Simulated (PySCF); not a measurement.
C3H9O2Si, SMILES O([Si](C)([O])C)C, doublet, GFN2-xTB optimised geometry.

```
15

C      1.60    -1.28    -0.83
O      0.76    -0.54     0.00
Si    -0.87    -0.54     0.00
C     -1.22    -0.73     1.92
C     -1.22     1.39     0.00
O     -1.70    -1.40    -0.95
H      1.03    -1.91    -1.50
H      2.22    -0.60    -1.41
H      2.25    -1.90    -0.21
H     -2.25    -0.45     2.10
H     -0.54    -0.12     2.49
H     -1.08    -1.78     2.14
H     -1.07     1.71    -1.02
H     -2.25     1.54     0.29
H     -0.55     1.90     0.67
```

Density from unrestricted PBE0/def2-TZVP run with PySCF at that geometry.

Minimum of the electron density along straight lines between bonded atoms, close to the bond critical point (lines longer than 1.1 times the sum of covalent radii, or with two minima, are not listed):

| bond | length / Å | ρ at the minimum / e bohr⁻³ | ∇²ρ there / e bohr⁻⁵ | position (fraction from the first atom) |
|---|---|---|---|---|
| C1–O2 | 1.392 | ___ | -0.45 | 0.34 |
| O2–Si3 | 1.638 | 0.139 | ___ | 0.59 |
| Si3–C4 | 1.960 | 0.101 | 0.08 | 0.39 |
| Si3–C5 | 1.960 | 0.100 | 0.08 | 0.39 |
| Si3–O6 | 1.524 | ___ | 1.42 | 0.42 |
| C1–H7 | 1.090 | 0.286 | -1.02 | 0.65 |
| C1–H8 | 1.093 | 0.283 | -1.00 | 0.65 |
| C1–H9 | 1.093 | 0.284 | -1.00 | 0.65 |
| C4–H10 | 1.079 | 0.282 | -0.98 | 0.64 |
| C4–H11 | 1.080 | 0.282 | -0.98 | 0.64 |
| C4–H12 | 1.081 | 0.281 | -0.96 | 0.64 |
| C5–H13 | 1.080 | 0.281 | -0.96 | 0.64 |
| C5–H14 | 1.079 | 0.282 | -0.98 | 0.64 |
| C5–H15 | 1.080 | 0.282 | -0.98 | 0.64 |

Problem. Fill in the missing entries.

Solution. 
- C1–O2, ρ at the minimum / e bohr⁻³: 0.265
- O2–Si3, ∇²ρ there / e bohr⁻⁵: 0.86
- Si3–O6, ρ at the minimum / e bohr⁻³: 0.188
